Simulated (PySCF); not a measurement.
Al(Me)(F) (CH3AlF), SMILES [Al+]([CH3])[F], charge +1.

Geometry: ωB97X-D3(BJ)/def2-TZVP. The multiplicity is an assumed one; other spin states were not compared. The isomer is the one that the SMILES or the coordinates give; other isomers of the formula were not compared.

All values below come from PBE/def2-TZVPD run with PySCF.

Isolated molecule, no solvent.

- total energy = -381.73895 hartree
- point group = C3v
- highest occupied level = -14.90 eV
- lowest empty level = -8.96 eV
- orbital gap = 5.94 eV
- dipole moment about the centre of nuclear charge = 0.651 e·Å
- mean static polarisability = 32.0 bohr³ (4.75 Å³)
- polarisability, principal values = 26.8, 26.8, 42.4 bohr³
